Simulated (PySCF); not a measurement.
**Radial density of Hf (hafnium, neutral)**

HSE06, [Xe] 4f14 5d2 6s1 6p1, one real determinant (an excited configuration). All numbers are calculated (PySCF 2.14, scalar relativity by spin-free X2C-1e, in x2c-TZVPPall with one added diffuse shell each of s, p, d, f type (12s8p8d4f1g, 113 functions)).

```tsv
r (bohr)	4πr²ρ (e/bohr)	4πr²(ρα − ρβ)
0.0141	98.99	0.0017
0.0238	86.06	0.0004
0.0400	110.4	0.0088
0.0673	127.4	0.0309
0.113	101.0	0.0680
0.190	111.3	0.0075
0.320	58.77	0.0745
0.538	60.96	0.0191
0.906	19.96	0.2814
1.52	7.498	0.9280
2.56	1.492	1.1189
4.31	0.6100	0.6070
7.25	0.06997	0.0699
12.2	0.001347	0.0013
```

Densities and radii are taken from the X2C orbitals without a picture-change correction, which distorts them close to the nucleus.

⟨L²⟩ = 13.93 against 20 for a pure G term, so this real determinant mixes terms. Spin-orbit coupling, absent here, splits the open shell strongly.
